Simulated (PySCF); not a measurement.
B+: excitation energy

B+ [He] 2s2 (1S) → B+ [He] 2p2 (3P), as a difference of total energies. Calculation: PySCF 2.14, in aug-cc-pCVTZ-DK; scalar relativity by spin-free X2C-1e. Correlated levels: valence: 1s2 frozen; valence and next inner shell: nothing frozen. The calculations carry no spin-orbit coupling.

| method | excitation energy (cm⁻¹) | error (cm⁻¹) |
| --- | --- | --- |
| UHF | 88571 | -10355 |
| LDA | 80668 | -18258 |
| PBE | 81032 | -17894 |
| PBE0 | 84304 | -14622 |
| r2SCAN | 81784 | -17142 |
| PBEsol | 80705 | -18222 |
| M06 | 83383 | -15543 |
| BP86 | 81811 | -17116 |
| B97-3 | 85815 | -13111 |
| MP2 (valence) | 95161 | -3766 |
| SCS-MP2 (valence) | 97762 | -1164 |
| MP2 (valence and next inner shell) | 94970 | -3956 |
| SCS-MP2 (valence and next inner shell) | 97779 | -1148 |

Reference: 98926 cm⁻¹ (measured; NIST levels, between the centres of gravity of the two terms).

Errors of the correlated levels include the incompleteness of this basis and the frozen core.
